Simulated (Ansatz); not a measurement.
# Molecular dynamics of BClFH3O

The input (input.yaml):

```yaml
crystal:
  periodic: [false, false, false]
  atoms:
    - { symbol: B, position_ang: [-0.009466, -0.29005, -0.076808] }
    - { symbol: F, position_ang: [-0.117506, 0.069082, 1.545087] }
    - { symbol: H, position_ang: [1.043044, 0.136703, -0.454167] }
    - { symbol: Cl, position_ang: [-1.512849, 0.222075, -0.913748] }
    - { symbol: O, position_ang: [-0.012302, -1.720058, 0.347387] }
    - { symbol: H, position_ang: [-0.83746, -2.162838, 0.093807] }
    - { symbol: H, position_ang: [-0.113859, -1.041616, 1.441341] }
basis:
  gaussian: { orbitals: def2-SVP }
hamiltonian:
  xc: b3lyp
md:
  timestep: 0.5
  n_steps: 200
  ensemble: nve
  temperature: 100.0
  initial_velocities: maxwell_boltzmann
  seed: 6944
```

Run as:

```bash
$ ansatz run input.yaml --threads 1 --pin off --max-ram 2048MiB --backend cpu --events-out ev --progress --plain --runs-dir out
```

It starts at the highest image of a converged band, a first-order saddle point between two minima.

Output, in part (one step line in 3, the closing report, with atoms numbered from 0):

```
md step     0: t =     0.00 fs  T =   100.0 K  F+E_penalty+E_count = -18005.93072128 eV  E_kin = 0.064630 eV  conserved = -18005.86609129 eV  (25 SCF iters)
md step     3: t =     1.50 fs  T =    85.7 K  F+E_penalty+E_count = -18005.92131457 eV  E_kin = 0.055380 eV  conserved = -18005.86593455 eV  (29 SCF iters)
md step     6: t =     3.00 fs  T =    67.7 K  F+E_penalty+E_count = -18005.90963600 eV  E_kin = 0.043741 eV  conserved = -18005.86589471 eV  (30 SCF iters)
md step     9: t =     4.50 fs  T =    55.4 K  F+E_penalty+E_count = -18005.90179983 eV  E_kin = 0.035805 eV  conserved = -18005.86599508 eV  (30 SCF iters)
md step    12: t =     6.00 fs  T =    38.1 K  F+E_penalty+E_count = -18005.89044758 eV  E_kin = 0.024631 eV  conserved = -18005.86581661 eV  (23 SCF iters)
md step    15: t =     7.50 fs  T =    43.1 K  F+E_penalty+E_count = -18005.89371114 eV  E_kin = 0.027830 eV  conserved = -18005.86588098 eV  (23 SCF iters)
md step    18: t =     9.00 fs  T =    60.6 K  F+E_penalty+E_count = -18005.90516726 eV  E_kin = 0.039164 eV  conserved = -18005.86600369 eV  (26 SCF iters)
md step    21: t =    10.50 fs  T =    71.5 K  F+E_penalty+E_count = -18005.91200969 eV  E_kin = 0.046187 eV  conserved = -18005.86582256 eV  (23 SCF iters)
md step    24: t =    12.00 fs  T =   102.6 K  F+E_penalty+E_count = -18005.93219532 eV  E_kin = 0.066307 eV  conserved = -18005.86588813 eV  (24 SCF iters)
md step    27: t =    13.50 fs  T =   142.8 K  F+E_penalty+E_count = -18005.95835897 eV  E_kin = 0.092304 eV  conserved = -18005.86605482 eV  (30 SCF iters)
md step    30: t =    15.00 fs  T =   165.9 K  F+E_penalty+E_count = -18005.97317387 eV  E_kin = 0.107251 eV  conserved = -18005.86592329 eV  (30 SCF iters)
md step    33: t =    16.50 fs  T =   189.4 K  F+E_penalty+E_count = -18005.98837662 eV  E_kin = 0.122382 eV  conserved = -18005.86599480 eV  (30 SCF iters)
md step    36: t =    18.00 fs  T =   207.5 K  F+E_penalty+E_count = -18006.00009126 eV  E_kin = 0.134138 eV  conserved = -18005.86595326 eV  (30 SCF iters)
md step    39: t =    19.50 fs  T =   228.0 K  F+E_penalty+E_count = -18006.01322039 eV  E_kin = 0.147365 eV  conserved = -18005.86585528 eV  (24 SCF iters)
md step    42: t =    21.00 fs  T =   265.6 K  F+E_penalty+E_count = -18006.03764277 eV  E_kin = 0.171644 eV  conserved = -18005.86599829 eV  (31 SCF iters)
md step    45: t =    22.50 fs  T =   298.9 K  F+E_penalty+E_count = -18006.05914588 eV  E_kin = 0.193211 eV  conserved = -18005.86593497 eV  (31 SCF iters)
md step    48: t =    24.00 fs  T =   340.6 K  F+E_penalty+E_count = -18006.08593490 eV  E_kin = 0.220125 eV  conserved = -18005.86580969 eV  (30 SCF iters)
md step    51: t =    25.50 fs  T =   404.8 K  F+E_penalty+E_count = -18006.12774727 eV  E_kin = 0.261611 eV  conserved = -18005.86613671 eV  (30 SCF iters)
md step    54: t =    27.00 fs  T =   444.5 K  F+E_penalty+E_count = -18006.15325371 eV  E_kin = 0.287299 eV  conserved = -18005.86595486 eV  (30 SCF iters)
md step    57: t =    28.50 fs  T =   485.1 K  F+E_penalty+E_count = -18006.17938703 eV  E_kin = 0.313511 eV  conserved = -18005.86587577 eV  (30 SCF iters)
md step    60: t =    30.00 fs  T =   537.4 K  F+E_penalty+E_count = -18006.21351793 eV  E_kin = 0.347347 eV  conserved = -18005.86617094 eV  (30 SCF iters)
md step    63: t =    31.50 fs  T =   558.3 K  F+E_penalty+E_count = -18006.22671406 eV  E_kin = 0.360803 eV  conserved = -18005.86591078 eV  (30 SCF iters)
md step    66: t =    33.00 fs  T =   587.9 K  F+E_penalty+E_count = -18006.24577641 eV  E_kin = 0.379931 eV  conserved = -18005.86584500 eV  (30 SCF iters)
md step    69: t =    34.50 fs  T =   635.0 K  F+E_penalty+E_count = -18006.27656540 eV  E_kin = 0.410392 eV  conserved = -18005.86617327 eV  (30 SCF iters)
md step    72: t =    36.00 fs  T =   655.5 K  F+E_penalty+E_count = -18006.28947704 eV  E_kin = 0.423641 eV  conserved = -18005.86583602 eV  (30 SCF iters)
md step    75: t =    37.50 fs  T =   696.3 K  F+E_penalty+E_count = -18006.31594271 eV  E_kin = 0.449990 eV  conserved = -18005.86595310 eV  (30 SCF iters)
md step    78: t =    39.00 fs  T =   742.3 K  F+E_penalty+E_count = -18006.34590985 eV  E_kin = 0.479767 eV  conserved = -18005.86614329 eV  (30 SCF iters)
md step    81: t =    40.50 fs  T =   761.4 K  F+E_penalty+E_count = -18006.35799886 eV  E_kin = 0.492125 eV  conserved = -18005.86587433 eV  (31 SCF iters)
md step    84: t =    42.00 fs  T =   790.4 K  F+E_penalty+E_count = -18006.37689440 eV  E_kin = 0.510844 eV  conserved = -18005.86605061 eV  (31 SCF iters)
md step    87: t =    43.50 fs  T =   802.7 K  F+E_penalty+E_count = -18006.38490623 eV  E_kin = 0.518771 eV  conserved = -18005.86613478 eV  (31 SCF iters)
md step    90: t =    45.00 fs  T =   791.0 K  F+E_penalty+E_count = -18006.37705233 eV  E_kin = 0.511235 eV  conserved = -18005.86581746 eV  (24 SCF iters)
md step    93: t =    46.50 fs  T =   802.3 K  F+E_penalty+E_count = -18006.38457413 eV  E_kin = 0.518521 eV  conserved = -18005.86605278 eV  (31 SCF iters)
md step    96: t =    48.00 fs  T =   805.8 K  F+E_penalty+E_count = -18006.38677535 eV  E_kin = 0.520780 eV  conserved = -18005.86599500 eV  (31 SCF iters)
md step    99: t =    49.50 fs  T =   807.3 K  F+E_penalty+E_count = -18006.38759260 eV  E_kin = 0.521749 eV  conserved = -18005.86584392 eV  (24 SCF iters)
md step   102: t =    51.00 fs  T =   827.6 K  F+E_penalty+E_count = -18006.40095678 eV  E_kin = 0.534878 eV  conserved = -18005.86607831 eV  (31 SCF iters)
md step   105: t =    52.50 fs  T =   834.4 K  F+E_penalty+E_count = -18006.40519982 eV  E_kin = 0.539246 eV  conserved = -18005.86595401 eV  (31 SCF iters)
md step   108: t =    54.00 fs  T =   840.5 K  F+E_penalty+E_count = -18006.40917701 eV  E_kin = 0.543187 eV  conserved = -18005.86599039 eV  (31 SCF iters)
md step   111: t =    55.50 fs  T =   842.9 K  F+E_penalty+E_count = -18006.41081574 eV  E_kin = 0.544754 eV  conserved = -18005.86606202 eV  (31 SCF iters)
md step   114: t =    57.00 fs  T =   829.8 K  F+E_penalty+E_count = -18006.40223173 eV  E_kin = 0.536296 eV  conserved = -18005.86593613 eV  (24 SCF iters)
md step   117: t =    58.50 fs  T =   822.4 K  F+E_penalty+E_count = -18006.39746089 eV  E_kin = 0.531508 eV  conserved = -18005.86595272 eV  (31 SCF iters)
md step   120: t =    60.00 fs  T =   819.0 K  F+E_penalty+E_count = -18006.39530837 eV  E_kin = 0.529317 eV  conserved = -18005.86599125 eV  (30 SCF iters)
md step   123: t =    61.50 fs  T =   815.6 K  F+E_penalty+E_count = -18006.39306041 eV  E_kin = 0.527145 eV  conserved = -18005.86591525 eV  (32 SCF iters)
md step   126: t =    63.00 fs  T =   819.6 K  F+E_penalty+E_count = -18006.39572879 eV  E_kin = 0.529726 eV  conserved = -18005.86600293 eV  (31 SCF iters)
md step   129: t =    64.50 fs  T =   822.0 K  F+E_penalty+E_count = -18006.39716061 eV  E_kin = 0.531253 eV  conserved = -18005.86590802 eV  (26 SCF iters)
md step   132: t =    66.00 fs  T =   833.2 K  F+E_penalty+E_count = -18006.40451064 eV  E_kin = 0.538478 eV  conserved = -18005.86603284 eV  (31 SCF iters)
md step   135: t =    67.50 fs  T =   834.1 K  F+E_penalty+E_count = -18006.40515178 eV  E_kin = 0.539100 eV  conserved = -18005.86605200 eV  (31 SCF iters)
md step   138: t =    69.00 fs  T =   821.8 K  F+E_penalty+E_count = -18006.39705992 eV  E_kin = 0.531145 eV  conserved = -18005.86591533 eV  (31 SCF iters)
md step   141: t =    70.50 fs  T =   813.9 K  F+E_penalty+E_count = -18006.39210484 eV  E_kin = 0.526033 eV  conserved = -18005.86607162 eV  (31 SCF iters)
md step   144: t =    72.00 fs  T =   791.7 K  F+E_penalty+E_count = -18006.37762411 eV  E_kin = 0.511694 eV  conserved = -18005.86593031 eV  (31 SCF iters)
md step   147: t =    73.50 fs  T =   776.2 K  F+E_penalty+E_count = -18006.36757644 eV  E_kin = 0.501675 eV  conserved = -18005.86590121 eV  (24 SCF iters)
md step   150: t =    75.00 fs  T =   771.5 K  F+E_penalty+E_count = -18006.36473403 eV  E_kin = 0.498633 eV  conserved = -18005.86610126 eV  (31 SCF iters)
md step   153: t =    76.50 fs  T =   750.1 K  F+E_penalty+E_count = -18006.35064055 eV  E_kin = 0.484785 eV  conserved = -18005.86585544 eV  (31 SCF iters)
md step   156: t =    78.00 fs  T =   745.9 K  F+E_penalty+E_count = -18006.34802190 eV  E_kin = 0.482047 eV  conserved = -18005.86597539 eV  (31 SCF iters)
md step   159: t =    79.50 fs  T =   739.7 K  F+E_penalty+E_count = -18006.34418122 eV  E_kin = 0.478057 eV  conserved = -18005.86612401 eV  (31 SCF iters)
md step   162: t =    81.00 fs  T =   711.5 K  F+E_penalty+E_count = -18006.32561070 eV  E_kin = 0.459817 eV  conserved = -18005.86579400 eV  (23 SCF iters)
md step   165: t =    82.50 fs  T =   710.2 K  F+E_penalty+E_count = -18006.32498250 eV  E_kin = 0.458978 eV  conserved = -18005.86600454 eV  (31 SCF iters)
md step   168: t =    84.00 fs  T =   705.2 K  F+E_penalty+E_count = -18006.32186220 eV  E_kin = 0.455795 eV  conserved = -18005.86606705 eV  (31 SCF iters)
md step   171: t =    85.50 fs  T =   689.8 K  F+E_penalty+E_count = -18006.31154950 eV  E_kin = 0.445798 eV  conserved = -18005.86575191 eV  (31 SCF iters)
md step   174: t =    87.00 fs  T =   703.3 K  F+E_penalty+E_count = -18006.32071916 eV  E_kin = 0.454563 eV  conserved = -18005.86615620 eV  (31 SCF iters)
md step   177: t =    88.50 fs  T =   691.9 K  F+E_penalty+E_count = -18006.31313042 eV  E_kin = 0.447175 eV  conserved = -18005.86595557 eV  (31 SCF iters)
md step   180: t =    90.00 fs  T =   683.1 K  F+E_penalty+E_count = -18006.30726803 eV  E_kin = 0.441465 eV  conserved = -18005.86580342 eV  (24 SCF iters)
md step   183: t =    91.50 fs  T =   698.9 K  F+E_penalty+E_count = -18006.31789492 eV  E_kin = 0.451674 eV  conserved = -18005.86622062 eV  (31 SCF iters)
md step   186: t =    93.00 fs  T =   677.2 K  F+E_penalty+E_count = -18006.30358306 eV  E_kin = 0.437666 eV  conserved = -18005.86591693 eV  (31 SCF iters)
md step   189: t =    94.50 fs  T =   660.9 K  F+E_penalty+E_count = -18006.29301439 eV  E_kin = 0.427152 eV  conserved = -18005.86586288 eV  (31 SCF iters)
md step   192: t =    96.00 fs  T =   659.4 K  F+E_penalty+E_count = -18006.29232020 eV  E_kin = 0.426154 eV  conserved = -18005.86616597 eV  (31 SCF iters)
md step   195: t =    97.50 fs  T =   632.0 K  F+E_penalty+E_count = -18006.27422460 eV  E_kin = 0.408433 eV  conserved = -18005.86579151 eV  (24 SCF iters)
md step   198: t =    99.00 fs  T =   632.6 K  F+E_penalty+E_count = -18006.27483238 eV  E_kin = 0.408873 eV  conserved = -18005.86595950 eV  (31 SCF iters)
md step   200: t =   100.00 fs  T =   639.0 K  F+E_penalty+E_count = -18006.27915721 eV  E_kin = 0.412960 eV  conserved = -18005.86619755 eV  (26 SCF iters)
Total energy: -18006.27936229 eV, -661.7185614696 hartree
Atom 0 at    -0.009696    -0.799480    -0.835888 Å, force    -0.222735     0.191399    -0.436769 eV/Å
Atom 1 at    -0.169294     0.711893     2.659025 Å, force     0.023056    -0.087786    -0.117818 eV/Å
Atom 2 at     1.009697    -0.394393    -1.296899 Å, force     0.266827     0.117831     0.039562 eV/Å
Atom 3 at    -1.481020     0.147332    -0.987127 Å, force    -0.352033     0.438860     0.002035 eV/Å
Atom 4 at    -0.061388    -2.016499    -0.312174 Å, force     0.172857    -0.784488     0.686944 eV/Å
Atom 5 at    -0.915106    -2.275029     0.072341 Å, force     0.104378     0.100329    -0.202027 eV/Å
Atom 6 at     0.635391     0.283165     2.500163 Å, force     0.007650     0.023855     0.028073 eV/Å
Dipole moment:     0.150341    -0.338953     0.110331 e Å
```

All steps were run. The conserved energy stayed within 0.05 meV per atom of its start (net change -0.015 meV per atom), so the integration is sound. The kinetic energy rose, since the run started high on the potential surface and went downhill. It ends in pieces (BClH2O + FH), so much of that is their flight and rotation, not heat. A run of 0.1 ps of so small a system gives no equilibrium averages. The orbitals stay closed-shell, which can raise the energy where a bond breaks towards radicals; this wasn't checked here.

Between its relaxed ends the band would form F2–H7 and break B1–F2, O5–H7. These pairs go: F2–H7 1.12 → 0.93 Å, B1–F2 1.66 → 3.81 Å, O5–H7 1.29 → 3.70 Å. In the last frame they stand as after the step (other bonds may differ from the relaxed reactants and products). It ends as BClH2O + FH. Pairs count as bonded within 1.25 times the sum of covalent radii (0.12 Å more for H–H).

Last frame:

```xyz
7
Properties=species:S:1:pos:R:3
B -0.010 -0.799 -0.836
F -0.169 0.712 2.659
H 1.010 -0.394 -1.297
Cl -1.481 0.147 -0.987
O -0.061 -2.017 -0.312
H -0.915 -2.275 0.072
H 0.635 0.283 2.500
```

Run time: 8.8 min on 1 thread of Arm Neoverse V1, with other jobs on the host, peak memory 0.16 GiB.
